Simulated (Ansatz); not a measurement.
## Molecular dynamics of BBrCl2H2

Input:

```yaml
crystal:
  periodic: [false, false, false]
  atoms:
    - { symbol: B, position_ang: [0.015108, -0.235997, 0.068988] }
    - { symbol: H, position_ang: [0.013297, 0.165813, 1.301342] }
    - { symbol: Cl, position_ang: [1.549715, 0.173108, -0.705025] }
    - { symbol: Cl, position_ang: [-1.544605, 0.106128, -0.687258] }
    - { symbol: Br, position_ang: [0.066758, -2.442827, 0.757198] }
    - { symbol: H, position_ang: [0.035727, -0.851524, 1.383955] }
basis:
  gaussian: { orbitals: def2-SVP }
hamiltonian:
  xc: hf
md:
  timestep: 0.5
  n_steps: 200
  ensemble: nve
  temperature: 100.0
  initial_velocities: maxwell_boltzmann
  seed: 11150
```

Command:

```bash
$ ansatz run input.yaml --threads 1 --pin off --max-ram 2048MiB --backend cpu --events-out ev --progress --plain --runs-dir out
```

It starts at the highest image of a converged band. Of that band: Neighbouring images differ by up to 1.4 eV, so the band resolves the path poorly. A vibrational analysis at the climbing image gives one clearly imaginary mode, 1261i cm⁻¹: a first-order saddle point.

Output, in part (one step line in 7, the closing report, with atoms numbered from 0):

```
md step     0: t =     0.00 fs  T =   100.0 K  F+E_penalty+E_count = -95692.94066310 eV  E_kin = 0.051704 eV  conserved = -95692.88895910 eV  (36 SCF iters)
md step     7: t =     3.50 fs  T =    63.4 K  F+E_penalty+E_count = -95692.92163014 eV  E_kin = 0.032777 eV  conserved = -95692.88885271 eV  (29 SCF iters)
md step    14: t =     7.00 fs  T =    49.3 K  F+E_penalty+E_count = -95692.91434898 eV  E_kin = 0.025486 eV  conserved = -95692.88886338 eV  (27 SCF iters)
md step    21: t =    10.50 fs  T =    62.9 K  F+E_penalty+E_count = -95692.92143323 eV  E_kin = 0.032536 eV  conserved = -95692.88889738 eV  (27 SCF iters)
md step    28: t =    14.00 fs  T =    57.5 K  F+E_penalty+E_count = -95692.91861606 eV  E_kin = 0.029727 eV  conserved = -95692.88888885 eV  (27 SCF iters)
md step    35: t =    17.50 fs  T =    50.4 K  F+E_penalty+E_count = -95692.91491449 eV  E_kin = 0.026064 eV  conserved = -95692.88885011 eV  (29 SCF iters)
md step    42: t =    21.00 fs  T =    79.6 K  F+E_penalty+E_count = -95692.93003124 eV  E_kin = 0.041160 eV  conserved = -95692.88887088 eV  (27 SCF iters)
md step    49: t =    24.50 fs  T =   163.8 K  F+E_penalty+E_count = -95692.97336859 eV  E_kin = 0.084714 eV  conserved = -95692.88865465 eV  (35 SCF iters)
md step    56: t =    28.00 fs  T =   540.0 K  F+E_penalty+E_count = -95693.16837245 eV  E_kin = 0.279184 eV  conserved = -95692.88918848 eV  (33 SCF iters)
md step    63: t =    31.50 fs  T =   877.2 K  F+E_penalty+E_count = -95693.34156853 eV  E_kin = 0.453543 eV  conserved = -95692.88802531 eV  (32 SCF iters)
md step    70: t =    35.00 fs  T =  1744.7 K  F+E_penalty+E_count = -95693.79223898 eV  E_kin = 0.902060 eV  conserved = -95692.89017870 eV  (34 SCF iters)
md step    77: t =    38.50 fs  T =  2075.8 K  F+E_penalty+E_count = -95693.96205000 eV  E_kin = 1.073273 eV  conserved = -95692.88877747 eV  (33 SCF iters)
md step    84: t =    42.00 fs  T =  2754.7 K  F+E_penalty+E_count = -95694.31441254 eV  E_kin = 1.424313 eV  conserved = -95692.89009983 eV  (33 SCF iters)
md step    91: t =    45.50 fs  T =  2823.5 K  F+E_penalty+E_count = -95694.34942514 eV  E_kin = 1.459862 eV  conserved = -95692.88956299 eV  (32 SCF iters)
md step    98: t =    49.00 fs  T =  2508.6 K  F+E_penalty+E_count = -95694.18587941 eV  E_kin = 1.297053 eV  conserved = -95692.88882594 eV  (36 SCF iters)
md step   105: t =    52.50 fs  T =  2652.3 K  F+E_penalty+E_count = -95694.26068735 eV  E_kin = 1.371355 eV  conserved = -95692.88933223 eV  (36 SCF iters)
md step   112: t =    56.00 fs  T =  2867.9 K  F+E_penalty+E_count = -95694.37137375 eV  E_kin = 1.482826 eV  conserved = -95692.88854824 eV  (34 SCF iters)
md step   119: t =    59.50 fs  T =  2986.0 K  F+E_penalty+E_count = -95694.43383176 eV  E_kin = 1.543879 eV  conserved = -95692.88995266 eV  (34 SCF iters)
md step   126: t =    63.00 fs  T =  2755.8 K  F+E_penalty+E_count = -95694.31345729 eV  E_kin = 1.424869 eV  conserved = -95692.88858820 eV  (34 SCF iters)
md step   133: t =    66.50 fs  T =  3171.8 K  F+E_penalty+E_count = -95694.53002900 eV  E_kin = 1.639934 eV  conserved = -95692.89009492 eV  (37 SCF iters)
md step   140: t =    70.00 fs  T =  3170.4 K  F+E_penalty+E_count = -95694.52819115 eV  E_kin = 1.639198 eV  conserved = -95692.88899274 eV  (37 SCF iters)
md step   147: t =    73.50 fs  T =  3028.5 K  F+E_penalty+E_count = -95694.45489178 eV  E_kin = 1.565861 eV  conserved = -95692.88903125 eV  (38 SCF iters)
md step   154: t =    77.00 fs  T =  3079.1 K  F+E_penalty+E_count = -95694.48121151 eV  E_kin = 1.592025 eV  conserved = -95692.88918647 eV  (37 SCF iters)
md step   161: t =    80.50 fs  T =  3232.8 K  F+E_penalty+E_count = -95694.56019308 eV  E_kin = 1.671512 eV  conserved = -95692.88868154 eV  (35 SCF iters)
md step   168: t =    84.00 fs  T =  3331.2 K  F+E_penalty+E_count = -95694.61247285 eV  E_kin = 1.722347 eV  conserved = -95692.89012615 eV  (36 SCF iters)
md step   175: t =    87.50 fs  T =  2991.7 K  F+E_penalty+E_count = -95694.43543417 eV  E_kin = 1.546806 eV  conserved = -95692.88862828 eV  (37 SCF iters)
md step   182: t =    91.00 fs  T =  3268.5 K  F+E_penalty+E_count = -95694.58004679 eV  E_kin = 1.689937 eV  conserved = -95692.89010989 eV  (36 SCF iters)
md step   189: t =    94.50 fs  T =  3177.9 K  F+E_penalty+E_count = -95694.53200506 eV  E_kin = 1.643105 eV  conserved = -95692.88890025 eV  (32 SCF iters)
md step   196: t =    98.00 fs  T =  2991.8 K  F+E_penalty+E_count = -95694.43594578 eV  E_kin = 1.546887 eV  conserved = -95692.88905886 eV  (33 SCF iters)
md step   200: t =   100.00 fs  T =  2893.8 K  F+E_penalty+E_count = -95694.38472604 eV  E_kin = 1.496216 eV  conserved = -95692.88850955 eV  (34 SCF iters)
Total energy: -95694.38472604 eV, -3516.7037746982 hartree
Atom 0 at    -0.022691     1.360890    -0.695079 Å, force    -0.042881    -1.839378    -0.520155 eV/Å
Atom 1 at    -0.004374     2.561677    -0.789620 Å, force    -0.091702    -0.587541     0.243548 eV/Å
Atom 2 at     1.436944     0.310422    -0.715430 Å, force     0.004072     1.360146     0.037628 eV/Å
Atom 3 at    -1.473947     0.290695    -0.720396 Å, force     0.150451     1.459618     0.071358 eV/Å
Atom 4 at     0.089386    -2.820648     0.925570 Å, force     0.080374     1.587918    -1.690253 eV/Å
Atom 5 at     0.146114    -1.742995    -0.146489 Å, force    -0.100315    -1.980765     1.857874 eV/Å
Dipole moment:     0.004770     0.596833    -0.210246 e Å
```

The run went to its last step. The conserved energy stayed within 0.25 meV per atom of its start (net change 0.075 meV per atom), so the integration is sound. The kinetic energy rose, since the run started high on the potential surface and went downhill. It ends in pieces (BCl2H + BrH), so much of that is their flight and rotation, not heat. A run of 0.1 ps of so small a system gives no equilibrium averages. The orbitals stay closed-shell, which can raise the energy where a bond breaks towards radicals; this wasn't checked here.

Between its relaxed ends the band would form B1–Br5, H2–H6 and break B1–H2, Br5–H6. These pairs go: B1–Br5 2.31 → 4.49 Å, H2–H6 1.02 → 4.36 Å, B1–H2 1.30 → 1.20 Å, Br5–H6 1.71 → 1.52 Å. In the last frame they stand as before the step (other bonds may differ from the relaxed reactants and products). It ends as BCl2H + BrH. Pairs count as bonded within 1.25 times the sum of covalent radii (0.12 Å more for H–H).

Last frame:

```xyz
6
Properties=species:S:1:pos:R:3
B -0.023 1.361 -0.695
H -0.004 2.562 -0.790
Cl 1.437 0.310 -0.715
Cl -1.474 0.291 -0.720
Br 0.089 -2.821 0.926
H 0.146 -1.743 -0.146
```

The run took 5 min on 1 thread of Intel(R) Xeon(R) 6975P-C (Granite Rapids), with other jobs on the host, peak memory 0.21 GiB.
